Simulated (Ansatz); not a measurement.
Mulliken charges of `CO[Si]Br` from r2SCAN/def2-TZVPP in Ansatz (PBE0-D4/def2-TZVP geometry).

```csv
atom,x (Å),y (Å),z (Å),charge (e)
C1,-0.028,0.840,-0.189,0.001
O2,0.688,-0.287,-0.650,-0.314
Si3,0.778,-1.874,-0.331,0.378
Br4,-0.754,-2.160,1.358,-0.285
H5,0.684,1.585,0.169,0.072
H6,-0.594,1.261,-1.022,0.072
H7,-0.711,0.567,0.618,0.075
```

By hand: the dipole of these point charges (1 e Å = 4.8032 D).

Σ q r = (0.246, 0.246, -0.323) e Å, of length 0.475 e Å = 2.28 D.

How does the dipole of the full density compare? (Estimate.)

Ansatz gave: (0.022, 0.405, -0.129) e Å, 2.04 D; the point charges give 1.12 times that, at 43° from its direction.

Point charges leave out the atoms' own dipoles, such as those of lone pairs, and Mulliken's split depends on the basis, so the two needn't agree.
